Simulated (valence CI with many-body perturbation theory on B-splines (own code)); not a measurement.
# The 22-electron sequence from Se12+ to Cd26+

Level of theory: relativistic CI+MBPT: four valence electrons over a frozen Dirac-Fock core [Ar], a basis of 9 s, 9 p, 10 d, 8 f, 5 g, 3 h, 1 i functions for each j, with the one-electron correlation potential Σ1, the two-electron term Σ2, the three-electron term Σ3, Breit, model QED; selected CI, second order for the rest, scaled by the run's own slope (own B-spline code, finite nucleus). Basis and details of the method differ along the sequence, and some ions are missing.

Excitation energies in eV above the lowest level of each ion. Labels name the leading LS component, so a column can jump where levels mix; a blank means that no level of the computed list carries the label, and where several do, the lowest of them is shown. The ionisation energies from NIST are mostly theoretical or semi-empirical. By estimate, terms of the open shell hold to 2 to 4 % up to charges of about 25 and to about 1 % beyond; near the neutral end and where shells cross, configurations can be misplaced by 0.1 to 0.6 eV.

```csv
Ion,Lowest level,IE (eV),"IE, NIST (eV)",3d⁴ ⁵D_1,3d⁴ ⁵D_2,3d⁴ ⁵D_4,3d⁴ ³H_5,3d⁴ ³G_3,3d⁴ ³H_6,3d⁴ ³P_2
Se12+,3d⁴ ⁵D_0,382.9,383 ± 3,0.1815,0.4722,1.206,6.501,8.004,6.803,7.673
Br13+,3d⁴ ⁵D_0,435.54,436 ± 3,0.2342,0.5940,1.466,6.999,8.678,7.361,8.343
Kr14+,3d⁴ ⁵D_0,491.27,492 ± 5,0.3013,0.7434,1.767,7.526,9.404,7.955,9.057
Rb15+,3d⁴ ⁵D_0,550.08,550 ± 3,0.3866,0.9257,2.116,8.089,10.19,8.591,9.820
Sr16+,3d⁴ ⁵D_0,611.97,612 ± 3,0.4945,1.148,2.519,8.697,8.951,9.276,10.64
Zr18+,3d⁴ ⁵D_0,745.01,745 ± 3,0.7998,1.740,3.508,10.08,10.20,10.83,12.47
Nb19+,3d⁴ ⁵D_0,816.15,816 ± 4,1.009,2.126,4.104,10.88,10.90,11.72,13.49
Mo20+,3d⁴ ⁵D_0,890.39,890 ± 4,1.266,2.584,4.774,11.77,11.68,12.69,14.60
Tc21+,3d⁴ ⁵D_0,967.71,968 ± 4,1.575,3.122,5.520,12.75,12.53,13.76,15.81
Ru22+,3d⁴ ⁵D_0,1048.1,1048 ± 4,1.944,3.747,6.342,13.84,13.48,14.94,17.12
Rh23+,3d⁴ ⁵D_0,1131.7,1131 ± 4,2.378,4.467,7.237,15.05,14.53,16.24,18.55
Pd24+,3d⁴ ⁵D_0,1218.3,1218 ± 4,2.883,5.287,8.199,16.38,15.70,17.66,20.10
Ag25+,3d⁴ ⁵D_0,1308,1308 ± 4,3.464,6.212,9.224,17.86,16.98,19.22,26.09
Cd26+,3d⁴ ⁵D_0,1400.9,1401 ± 4,4.125,7.246,10.31,19.48,18.41,20.93,28.31
```

Question: Does the computed ground configuration or its J change in this range?

Answer: No, it stays 3d⁴ with J = 0; its leading component is 96 % ⁵D at the start and 56 % ⁵D at the end, where the leading jj configuration holds 83 %.

Shares of the ionisation energy in eV, for some of the ions:

```tsv
Ion	Σ1	Σ2	Σ3	Breit	QED
Se12+	2.26	5.78	0.00726	-0.0559	0.0137
Kr14+	2.32	6.12	0.0102	-0.0964	0.0176
Sr16+	2.37	6.41	0.0141	-0.152	0.0222
Nb19+	2.42	6.80	0.0233	-0.269	0.0309
Tc21+	2.45	7.02	0.0325	-0.373	0.0381
Rh23+	2.47	7.23	0.0439	-0.496	0.0463
Ag25+	2.49	7.41	0.0570	-0.638	0.0554
```
